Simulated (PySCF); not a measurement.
H₅Si₂, charge +1, multiplicity 1. Atoms are numbered in the order given.

```xyz
7

Si     1.1901    -0.0164     0.0000
Si    -1.1574    -0.0024     0.0000
H      2.0130     0.0376    -1.2279
H      2.0130     0.0376     1.2279
H     -1.3239     1.4771     0.0000
H     -1.5803    -0.6450    -1.2590
H     -1.5803    -0.6450     1.2590
```
Charge +1, spin multiplicity 1.

Geometry optimised at r2SCAN-D4/def2-TZVP. The multiplicity is an assumed one; other spin states were not compared. The isomer is the one that the SMILES or the coordinates give; other isomers of the formula were not compared.

Computed with TDA-PBE0/def2-SVPD in PySCF 2.14.0.

Vertical excitations. Gas-phase values at a fixed geometry. State labels are in the subgroup Cs.

Computed lowest excited states:
```
state  symmetry  energy (eV)  λ (nm)      f                            main pairs
-----  --------  -----------  ------  -----  ------------------------------------
S1           A'         3.85     322  0.009                        HOMO→LUMO 96 %
S2           A"         4.69     264  0.002                      HOMO−1→LUMO 95 %
S3           A'         5.24     236  0.067                      HOMO−2→LUMO 94 %
S4           A"         5.46     227  0.001                      HOMO−3→LUMO 95 %
S5           A"         8.07     154  0.031                      HOMO→LUMO+2 85 %
S6           A'         8.29     150  0.208  HOMO→LUMO+1 68 %, HOMO−1→LUMO+2 17 %
S7           A"         8.55     145  0.010                    HOMO−1→LUMO+1 91 %
S8           A'         8.66     143  0.014                    HOMO−2→LUMO+1 85 %
S9           A"         8.77     141  0.015                    HOMO−2→LUMO+2 81 %
S10          A'         8.93     139  0.034  HOMO→LUMO+4 60 %, HOMO−1→LUMO+2 25 %
T1           A'         2.97     418      0                        HOMO→LUMO 99 %
T2           A"         4.35     285      0    HOMO−1→LUMO 66 %, HOMO−3→LUMO 33 %
T3           A'         4.53     274      0                      HOMO−2→LUMO 98 %
T4           A"         4.97     250      0    HOMO−3→LUMO 66 %, HOMO−1→LUMO 33 %
```
Triplets are in the Tamm–Dancoff approximation.
